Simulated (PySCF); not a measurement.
Two-component Hartree-Fock for Al⁶⁺ (aluminium, charge +6)

Start: [He] 2s2 2p3; 2p1/2 filled at m_j = -1/2, +1/2; 2p3/2 filled at m_j = +3/2. Calculated with PySCF 2.14 in an even-tempered Gaussian basis (18 s from 0.6 bohr⁻², ratio 2.4; 11 p from 0.78 bohr⁻², ratio 2.4; 5 d from 4.4 bohr⁻², ratio 2.6; 5 f from 6.6 bohr⁻², ratio 2.6): generalised Hartree-Fock with the X2C-1e Hamiltonian and a Gaussian nucleus; one run each with spin-orbit coupling (SO) switched off, then screened by Boettger's factors.

```tsv
spinor shell	electrons	ε, spin-free (eV)	ε, screened SO (eV)	weight of nominal j (screened SO)	rms radius, screened SO (bohr)
1s1/2	2	-1774.8	-1774.8	1.000	0.138
2s1/2	2	-270.67	-270.67	1.000	0.617
2p1/2	2	-243.55	-243.65	0.518	0.563
2p3/2	1	-243.55	-243.34	1.000	0.564
```

| quantity | spin-free | screened SO |
| --- | --- | --- |
| E (hartree) | -223.55640 | -223.55685 |
| M_J | 3/2 | 3/2 |
| ⟨J²⟩ | 3.751 | 3.751 |
| ⟨L²⟩ | 0.000 | 0.001 |
| ⟨S²⟩ | 3.751 | 3.749 |

Each row is a mean over spinors that exchange with the open shell spreads, by up to 27.520 eV (2s1/2).

Rows whose weight is well below 1 are mixtures of j = l ± 1/2: exchange outweighs spin-orbit coupling there, and the label is only the starting occupation.

Without spin-orbit coupling the j labels of p, d and f shells carry no meaning; the spin-free column gives the mean over the occupied spinors of each nl shell.
